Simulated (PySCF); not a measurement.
Compound: C4H9O2PSi.
Structure used (GFN2-xTB), in Å, numbered top down from 1:
```
atom  x, y, z in Å
C1     3.565    0.071   -0.255
O2     2.288    0.681   -0.414
C3     1.278   -0.115   -0.759
O4     1.364   -1.300   -0.945
P5    -0.220    0.969   -0.990
C6    -1.392    0.210   -0.046
C7    -1.228   -1.011    0.795
Si8   -3.096    1.036    0.021
H9     4.270    0.879   -0.080
H10    3.827   -0.487   -1.155
H11    3.549   -0.615    0.595
H12   -2.025   -1.719    0.563
H13   -0.274   -1.511    0.652
H14   -1.334   -0.745    1.849
H15   -3.366    1.436    1.407
H16   -3.113    2.190   -0.872
H17   -4.101    0.044   -0.374
```

Method used: TDDFT wB97X-D/def2-SVPD, vertical, gas phase, core orbitals frozen in the response (PySCF).

Ground-to-excited transition dipoles (e·a0, same axes as the geometry; the sign carries no meaning), for the states with f of 0.002 or more among the lowest 8:

```json
{"state": "S1", "E (eV)": "4.045", "μx": "0.140", "μy": "0.166", "μz": "0.071"}
{"state": "S2", "E (eV)": "5.008", "μx": "-1.264", "μy": "-0.290", "μz": "0.682"}
{"state": "S4", "E (eV)": "5.537", "μx": "-0.504", "μy": "-0.072", "μz": "0.056"}
{"state": "S5", "E (eV)": "6.302", "μx": "0.110", "μy": "0.120", "μz": "-0.403"}
{"state": "S6", "E (eV)": "6.622", "μx": "-0.134", "μy": "0.259", "μz": "-0.198"}
{"state": "S7", "E (eV)": "6.750", "μx": "-0.314", "μy": "-0.194", "μz": "0.005"}
{"state": "S8", "E (eV)": "7.165", "μx": "-0.162", "μy": "0.250", "μz": "0.080"}
```

**Question.** What oscillator strength does each state have?

**Answer.** f = (2/3) ΔE |μ|² with ΔE in hartree (27.2114 eV).

```tsv
state	|μ|² (au)	|μ| (D)	f
S1	0.052	0.58	0.005
S2	2.147	3.72	0.263
S4	0.263	1.30	0.036
S5	0.189	1.11	0.029
S6	0.124	0.90	0.020
S7	0.136	0.94	0.022
S8	0.095	0.78	0.017
```

**Question.** Which bond between heavy atoms lies closest to the direction of the S2 transition dipole?

**Answer.** P5–C6, at 18° from it; next C6–Si8 at 45°.

**Question.** What angle do the transition dipoles of S7 and S8 make?

**Answer.** |cos θ| = |μa·μb| / (|μa| |μb|) = 0.02, so θ ≈ 89° (taken between 0 and 90°, since the signs are arbitrary).

**Question.** How is the summed strength of these states shared among x, y and z?

**Answer.** (2/3) Σ ΔE μα² gives 0.258 for x, 0.044 for y and 0.091 for z, 0.393 in all.

**Question.** What peak molar absorption coefficient would the strongest computed level give as a lone Gaussian band 0.4 eV wide at half height?

**Answer.** ε(max) = 2.175×10⁸ f / FWHM, with the width in cm⁻¹. S2: 2.175×10⁸ × 0.2634 / 3226 ≈ 18000 L mol⁻¹ cm⁻¹.

One conformer stands for the species.
